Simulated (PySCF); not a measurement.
F₂H₂OSeSi, SMILES O[Si](F)(F)[SeH].

Geometry: B3LYP-D3(BJ)/def2-SVP. This is a generated structure with no PubChem entry under its InChIKey; it may be hypothetical. One conformer was computed; it need not be the lowest.

Computed with TDDFT-PBE0/def2-SVPD run with PySCF 2.14.0.

Vertical excitations. 

| state | energy (eV) | λ (nm) | f | main pairs |
|---|---|---|---|---|
| S1 | 5.68 | 218 | 0.002 | HOMO→LUMO+1 65 %, HOMO→LUMO 35 % |
| S2 | 6.03 | 206 | 0.063 | HOMO→LUMO 64 %, HOMO→LUMO+1 33 % |
| S3 | 7.16 | 173 | 0.006 | HOMO→LUMO+2 91 % |
| S4 | 7.41 | 167 | 0.005 | HOMO→LUMO+3 65 %, HOMO→LUMO+4 14 % |
| S5 | 7.75 | 160 | 0.016 | HOMO→LUMO+6 35 %, HOMO−1→LUMO+1 26 %, HOMO−1→LUMO 22 %, HOMO→LUMO+4 10 % |
| S6 | 7.84 | 158 | 0.032 | HOMO−1→LUMO 43 %, HOMO→LUMO+4 42 %, HOMO→LUMO+3 12 % |
| S7 | 7.90 | 157 | 0.016 | HOMO→LUMO+6 33 %, HOMO−1→LUMO 28 %, HOMO→LUMO+3 15 %, HOMO→LUMO+5 10 % |
| S8 | 8.09 | 153 | 0.019 | HOMO→LUMO+5 76 %, HOMO→LUMO+4 13 % |
| S9 | 8.37 | 148 | 0.276 | HOMO−1→LUMO+1 38 %, HOMO→LUMO+6 17 %, HOMO→LUMO+7 13 %, HOMO−1→LUMO+2 8 % |
| S10 | 8.55 | 145 | 0.091 | HOMO→LUMO+7 72 % |
| T1 | 5.19 | 239 | 0 | HOMO→LUMO+1 65 %, HOMO→LUMO 33 % |
| T2 | 5.62 | 221 | 0 | HOMO→LUMO 60 %, HOMO→LUMO+1 30 % |
| T3 | 6.70 | 185 | 0 | HOMO→LUMO+2 50 %, HOMO−1→LUMO+1 19 %, HOMO→LUMO+4 9 % |
| T4 | 6.90 | 180 | 0 | HOMO−1→LUMO+1 51 %, HOMO→LUMO+2 26 % |
Triplets are in the Tamm–Dancoff approximation, which puts them higher than full response would, so one can lie above its singlet here.
